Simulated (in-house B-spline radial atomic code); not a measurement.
A fraction x of an electron is removed from 5p in Cs VI (Cs5+), starting from [Kr] 4d10 5s2 5p2 and keeping the highest spin. Level of theory: scalar-relativistic (X2C) BLYP, spin-polarised, spherical fractional occupations, Fermi nucleus of rms radius 4.8041 fm; calculated with a B-spline radial code for spherical atoms.

| x | E(x) - E(0) (eV) | 5p up level (eV) |
| --- | --- | --- |
| 0 | 0.0000 | -63.564 |
| 0.17 | 10.9784 | -65.595 |
| 0.31 | 20.2792 | -67.275 |
| 0.5 | 33.2788 | -69.564 |
| 0.62 | 41.7135 | -71.015 |
| 0.63 | 42.4242 | -71.136 |
| 0.86 | 59.1062 | -73.927 |
| 0.94 | 65.0593 | -74.900 |
| 1 | 69.5753 | -75.631 |

The exact functional would give a straight line between the two integer points. Deviations E(x) - E(0) - x[E(1) - E(0)], in eV: -0.849 at x = 0.17, -1.289 at x = 0.31, -1.509 at x = 0.5, -1.423 at x = 0.62, -1.408 at x = 0.63, -0.729 at x = 0.86, -0.341 at x = 0.94.

The curve lies below the straight line by up to 1.509 eV (at x = 0.5): convex, the delocalisation error that favours fractional charges.

Task: How well does Slater's transition state (minus the level at half occupation) give the ionisation energy?

Result: It gives 69.564 eV against 69.575 eV from the two total energies; NIST lists 69.10 eV, ground level to ground level.
